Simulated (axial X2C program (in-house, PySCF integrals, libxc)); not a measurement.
**What spin–orbit coupling does to TeF⁺**

Calculated with an in-house relativistic program for diatomic molecules. Spin-free means the one-electron spin-free X2C Hamiltonian; two-component (2c) means X2C with spin–orbit coupling and atomic mean-field two-electron Coulomb and Gaunt terms, so the difference of the two also holds small scalar two-electron terms. Basis: Te dyall-cv3z [11s12p8d4f1g], F dyall-av3z [7s6p3d2f] (cores contracted in-house); Gaussian nuclei, density fitting, unrestricted open shells. Masses: Te 129.906 u, F 18.998 u.

Spin-free state: M_S = 1, Λ = 0 (beyond evenly filled blocks: π+α, π-α); fragments Te+ + F.

```tsv
level	Re (Å)	ωe (cm⁻¹)	De (eV)	μ (D)
PBE0	1.833	734.5	3.380	-2.26
M06	1.833	734.9	3.784	-2.35
```

Dipoles are positive if F is the positive end and refer to the centre of mass.

Two-component determinant lowest at the distance of the search:

Ω = 1 (⟨Sz⟩ = 0.99, ⟨Lz⟩ = 0.01 at PBE0); fragments Te+ + F.

```json
{"level": "PBE0", "Re (Å)": "1.835", "ωe (cm⁻¹)": "730.4", "De (eV)": "3.265", "μ (D)": "-2.26"}
{"level": "M06", "Re (Å)": "1.835", "ωe (cm⁻¹)": "729.9", "De (eV)": "3.542", "μ (D)": "-2.36"}
```

(1) From the two tables, how do the constants change at the PBE0 level (2c against spin-free)?

Occupations by symmetry block were frozen at the best pattern of an incomplete PBE0 search. De is counted from the lowest determinant-based energies of the atoms at the same level, without counterpoise correction. Density functionals use the spin component along the axis (collinear). The 2c atoms are single determinants rather than J levels; their spin–orbit lowering is only partly caught, and De is too large by that part. This holds for PBE0, M06. Other states lie close and PBE0, whose exact exchange favours high spin, may order them wrongly; the determinant shown need not be the ground state. The nearest other spin-free determinant of the search, M_S = 0, Λ = 2, lies 0.96 eV up at the distance of the search. The functionals have no current-density term, which raises determinants with orbital currents, atoms included. With several unpaired electrons one determinant need not be a pure state. Open-shell Ω = 0 determinants with evenly filled partner blocks cannot be reached by this program, so the Ω shown need not be the lowest component. This is the Ω = 1 component of a π² triplet; the 0⁺ component is not one determinant and can lie lowest.

Results:

(1) At the PBE0 level Re rises by 0.002 Å and ωe goes down by 4.1 cm⁻¹; De is not compared, since the atomic limits differ or miss part of their spin–orbit lowering.
